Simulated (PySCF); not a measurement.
## Polarisability and C₆ of Cl²⁺ (chlorine, charge +2)

[Ne] 3s1 3p3 3d1, high-spin 6D determinant (an excited configuration). Computed with PySCF 2.14 in dyall-acv3z, with the spin-free X2C one-electron Hamiltonian (Gaussian nucleus). Coupled (time-dependent) response in atomic units; α is the mean over directions.

```
method  mean α (bohr³)         α xx, yy, zz  C₆ (like pair)  S(−4)
 HSE06           7.040  7.938, 7.938, 5.243           24.14  36.95
```

S(−4) is the Cauchy moment in α(ω) = α(0) + S(−4) ω² + …

α(iu) at HSE06:

| u (hartree) | α(iu) (bohr³) |
| --- | --- |
| 0 | 7.040 |
| 0.0500 | 6.950 |
| 0.100 | 6.712 |
| 0.200 | 6.042 |
| 0.300 | 5.372 |
| 0.500 | 4.246 |
| 0.750 | 3.162 |
| 1.00 | 2.374 |
| 1.50 | 1.424 |
| 2.00 | 0.9354 |
| 3.00 | 0.4965 |
| 5.00 | 0.2219 |

A single London oscillator, α(iu) = α/(1 + u²/ω²), gives C₆ = (3/4) ω α². Matching the computed C₆ needs ω = 4 × 24.14 / (3 × 7.040²) = 0.649 hartree.

For an ion, C₆ is the dispersion term alone; charge-induced terms of lower order in 1/R come first.

The components differ because the open shell of this determinant is not spherical; for a pure term their mean is the scalar polarisability.

The outer electron is Rydberg-like, and this basis confines it to a smaller radius and binds it less than a complete one would.
